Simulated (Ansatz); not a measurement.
**Ligand exchange: C3H3F3 + I2 → C2F3I + CH3I**

Species: C3H3F3 `CC(F)=C(F)F`, singlet; I2 (iodine), singlet; C2F3I (trifluoroiodoethylene) `FC(F)=C(F)I`, singlet; CH3I (methyl iodide) `CI`, singlet. The partners trade CH3 for I: C–CH3 and I–I bonds give way to C–I and I–CH3.

Shapes, held fixed at every level: PBE0-D4/def2-TZVP. Programs: Ansatz 0.2.0. The zero-point and thermal change to 298 K, harmonic and unscaled (PBE0-D4/def2-TZVP), is -4.8 kJ/mol.

```csv
level,kind,ΔH(298 K) (kJ/mol),less CCSD(T)/def2-TZVPP,CPU time (sum over the molecules)
SPW92/def2-TZVPP,LDA,+90.1,+12.7,9.6 s
PBE-D4/def2-TZVPP,GGA,+86.6,+9.2,18 s
BHLYP-D4/def2-TZVPP,global hybrid,+103.2,+25.8,22 s
r2SCAN0-D4/def2-TZVPP,global hybrid,+95.0,+17.6,37 s
wB97M-V/def2-TZVPP,range-separated hybrid,+90.5,+13.1,71 s
MP2/def2-SVP,perturbation theory,+95.1,+17.7,–
MP2/def2-TZVPP,perturbation theory,+71.9,-5.5,–
CCSD(T)/def2-TZVPP,coupled cluster or CI,+77.4,0.0,16 min
```

The highest level, CCSD(T)/def2-TZVPP, gives ΔH(298 K) = +77.4 kJ/mol; the levels span +71.9 to +103.2. The column of differences is taken from that level and isn't an error. No measured value is set beside it here. For atoms past krypton def2 sets carry core potentials with scalar relativity. Outer-core shells of I are correlated in most correlated rows, in sets that cover them unevenly. Times are processor times on shared x86 and Arm servers, and rough.
